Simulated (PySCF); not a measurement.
Radial density of Os⁻ (osmium, charge -1)

TPSS, [Xe] 4f14 5d7 6s2, high-spin 4F determinant. Computed with PySCF 2.14 in def2-TZVPPD with the def2 core potential (60 electrons), with a scalar-relativistic core potential. This is the valence pseudo-density: the core potential removes the inner electrons and smooths the orbitals near the nucleus.

| r (bohr) | 4πr²ρ (e/bohr) | 4πr²(ρα − ρβ) |
| --- | --- | --- |
| 0.139 | 1.095e-05 | 0.0000 |
| 0.234 | 0.0005005 | 0.0001 |
| 0.394 | 0.06928 | 0.0062 |
| 0.662 | 4.586 | 0.2511 |
| 1.11 | 12.75 | 1.6421 |
| 1.87 | 4.959 | 1.4766 |
| 3.15 | 1.515 | 0.3368 |
| 5.30 | 0.2508 | -0.0082 |
| 8.91 | 0.003234 | -0.0007 |

Energies and moments cover only the electrons outside the core potential. Spin-orbit coupling, absent here, splits the open shell strongly. At TPSS the highest occupied level has a positive energy, so only the finite basis holds that electron; in a semilocal or global hybrid functional this comes from self-interaction and does not mean that the real anion is unbound.

(1) Where is the radial spin density 4πr²(ρα − ρβ) most negative, and why is it negative at all?

## Answers

(1) Around r = 5.30 bohr, down to -0.0082 e/bohr: exchange with the open shell polarises the paired shells in an unrestricted calculation.
